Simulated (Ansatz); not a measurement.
Compare A (`[SiH3]N1CSC1`) with its isomer B (`SC[SiH]1CN1`).

Program: Ansatz. Geometries: PBE0-D4/def2-TZVP. ΔE: electronic, gas phase. CBS: MP2 limit from def2 TZ/QZ plus the TZ coupled-cluster correction, frozen cores. DFT in def2-TZVPP. B3LYP here is the variant with VWN-RPA as its local correlation; programs differ in this. Each species was taken in one conformer, which may not be the lowest.

A:

```xyz
12

Si   -1.477   -0.374   -0.634
N    -0.026    0.110    0.149
C     0.809   -0.672    1.045
S     2.182    0.529    0.904
C     0.916    1.134   -0.269
H    -2.292   -1.125    0.356
H    -2.174    0.858   -1.087
H    -1.274   -1.253   -1.825
H     1.088   -1.665    0.673
H     0.413   -0.762    2.061
H     1.249    1.063   -1.311
H     0.586    2.157   -0.063
```

B:

Z-matrix (Å, degrees):
```
C
Si 1 1.861
S 1 1.817 2 107.4
H 1 1.091 2 113.1 3 122.9
H 1 1.092 2 110.8 3 -115.3
N 2 1.718 1 114.4 3 -65.6
C 2 1.830 1 125.3 3 -122.7
H 2 1.480 1 112.8 3 77.2
H 3 1.345 1 96.1 2 52.4
H 6 1.009 2 125.9 1 136.2
H 7 1.090 2 118.1 1 -159.4
H 7 1.087 2 124.0 1 -6.9
```

(1) Which is lower in electronic energy at CCSD(T)/CBS, and by how much? (An estimate is asked.)

(2) Give E(B) − E(A) in kJ/mol with ωB97M-V, MP2/def2-TZVPP, B3LYP-D4, HF/def2-TZVPP, PBE-D4, CCSD/def2-TZVPP, PBE0-D4. (Best estimate.)

Largest T1 diagnostic: 0.012.

Answers

(1) Ansatz gave: B, by 16.0 kJ/mol.

(2) Computed: ωB97M-V -17.6, MP2/def2-TZVPP -15.2, B3LYP-D4 -11.6, HF/def2-TZVPP 12.9, PBE-D4 -23.6, CCSD/def2-TZVPP -8.7, PBE0-D4 -16.9. The order is the other way round with HF/def2-TZVPP.

In def2-TZVPP, CCSD(T) changes the Hartree–Fock value by −24.6 kJ/mol (the triples alone add −2.9 kJ/mol) and MP2 by −28.2 kJ/mol. From PBE to PBE0 (25 % exact exchange), in def2-TZVPP and without D4, E(B) − E(A) moves by +7.1 kJ/mol.
